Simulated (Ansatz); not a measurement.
Z-matrix (Å, degrees):
```
Mo
O 1 1.658
Cl 1 2.236 2 109.4
Cl 1 2.236 2 109.4 3 123.7
S 1 2.094 2 107.4 3 -118.1
```

The species carries charge 0 and has multiplicity 1. Mo: def2 effective core potential.

(1) List the PBE/def2-TZVPP orbital energies in eV (the Gaussian-basis code of Ansatz). (Estimate.)

## Answers

(1) The calculation gave: Occupied: -2739.90, -2739.90, -2396.45, -511.97, -250.46, -250.46, -209.41, -191.11, -191.11, -191.03, -191.03, -191.00, -191.00, -155.50, -155.46, -155.39, -69.48, -43.84, -43.32, -43.26, -23.71, -20.98, -20.85, -17.41, -11.02, -10.96, -10.79, -10.33, -10.27, -9.64, -9.07, -8.78, -8.54, -8.49, -7.65, -7.12. Lowest empty: -4.54, -4.26, -3.29, -2.72, -1.99, -0.54, 0.73, 0.79.
